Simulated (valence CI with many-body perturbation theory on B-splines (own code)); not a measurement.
**Level structure of Dy60+**

Calculated by relativistic CI+MBPT: four valence electrons over a frozen Dirac-Fock core [He], a basis of 11 s, 11 p, 9 d, 7 f, 5 g, 2 h, 1 i functions for each j, with the one-electron correlation potential Σ1, the two-electron term Σ2, the three-electron term Σ3, Breit, model QED; selected CI, second order for the rest (own B-spline code, finite nucleus).

No measured spectrum was set against this ion. As an estimate, large intervals hold to a few tenths of a per cent, small ones and those within an open d or f shell to about a per cent. Among the levels kept, up to 290 cm⁻¹ of a level comes from second order outside the variational space, and about a tenth of that is noise between levels of different J, which matters for small intervals.

Levels 91 to 113 of 113, with energies above the lowest level, (2s^2 2p1/2^2) J=0. "Leading %" is the weight of the configuration and term that name the level; weights of strongly mixed levels are sums over their largest components and can fall short. In the jj column 3d3/2^4 stands for four electrons in 3d with j = 3/2. Lifetimes count E1, E2, E3, M1 and M2 decay at the calculated energies, and are blank where another channel may lead or the interval is too uncertain; long ones can be off by a factor of two.

```csv
No.,Configuration,Term,J,E (eV),Leading %,Second component,Lifetime,Leading jj
91,2s2p²3d,³G,4,9438.7,34,27 % 2s2p²3d ⁵F,228 fs,2s 2p1/2 2p3/2 3d3/2 (93 %)
92,2s2p²3d,³D,3,9446.9,31,27 % 2s2p²3d ³F,1.07 fs,2s 2p1/2 2p3/2 3d3/2 (95 %)
93,2s2p²3p,³P°,0,9448.1,80,20 % 2s2p²3p ¹S°,99.1 fs,2s 2p1/2 2p3/2 3p3/2 (100 %)
94,2s2p²3p,¹D°,2,9451.2,40,23 % 2s2p²3p ³D°,6.54 fs,2s 2p1/2 2p3/2 3p3/2 (98 %)
95,2s2p²3p,³P°,1,9452.7,31,31 % 2s2p²3p ³S°,6.04 fs,2s 2p1/2 2p3/2 3p3/2 (96 %)
96,2s2p²3p,³P°,1,9457.6,51,26 % 2s2p²3p ¹P°,47.7 fs,2s 2p1/2 2p3/2 3p3/2 (99 %)
97,2s2p²3d,³D,2,9457.7,29,18 % 2s2p²3d ⁵P,1.17 fs,2s 2p1/2 2p3/2 3d3/2 (89 %)
98,2s2p²3d,⁵D,4,9461.2,48,30 % 2s2p²3d ⁵F,37.1 fs,2s 2p1/2 2p3/2 3d5/2 (97 %)
99,2s2p²3d,⁵P,1,9466.5,30,26 % 2s2p²3d ³P,1.24 fs,2s 2p1/2 2p3/2 3d3/2 (87 %)
100,2s2p²3d,³F,2,9480.2,39,22 % 2s2p²3d ⁵D,1.73 fs,2s 2p1/2 2p3/2 3d5/2 (84 %)
101,2s2p²3d,³F,3,9489.5,44,26 % 2s2p²3d ⁵P,745 as,2s 2p1/2 2p3/2 3d5/2 (93 %)
102,2s2p²3d,³D,1,9492.3,22,20 % 2s2p²3d ¹P,1.78 fs,2s 2p1/2 2p3/2 3d5/2 (60 %)
103,2s2p²3d,³F,2,9497.0,52,38 % 2s2p²3d ³P,3.93 fs,2s 2p1/2 2p3/2 3d3/2 (69 %)
104,2s2p²3d,³G,5,9498.1,61,39 % 2s2p²3d ⁵F,15.3 ps,2s 2p1/2 2p3/2 3d5/2 (100 %)
105,2s2p²3d,³G,3,9501.3,46,30 % 2s2p²3d ¹F,31.0 fs,2s 2p1/2 2p3/2 3d3/2 (97 %)
106,2s2p²3d,³D,1,9513.0,69,15 % 2s2p²3d ³P,2.45 fs,2s 2p1/2 2p3/2 3d3/2 (73 %)
107,2s2p²3d,³D,3,9520.9,61,15 % 2s2p²3d ¹F,1.07 fs,2s 2p1/2 2p3/2 3d5/2 (97 %)
108,2s2p²3d,³D,1,9522.5,67,19 % 2s2p²3d ³P,772 as,2s 2p1/2 2p3/2 3d3/2 (61 %)
109,2s2p²3d,³F,2,9524.1,34,18 % 2s2p²3d ¹D,886 as,2s 2p1/2 2p3/2 3d3/2 (84 %)
110,2s2p²3d,³F,4,9525.7,57,24 % 2s2p²3d ¹G,824 as,2s 2p1/2 2p3/2 3d5/2 (96 %)
111,2s2p²3d,³P,0,9530.5,94,5 % 2s2p²3d ¹S,673 as,2s 2p1/2 2p3/2 3d3/2 (85 %)
112,2s2p²3d,¹D,2,9533.7,52,22 % 2s2p²3d ³D,1.10 fs,2s 2p1/2 2p3/2 3d5/2 (71 %)
113,2s2p²3d,¹P,1,9544.3,58,23 % 2s2p²3d ³P,989 as,2s 2p1/2 2p3/2 3d5/2 (74 %)
```
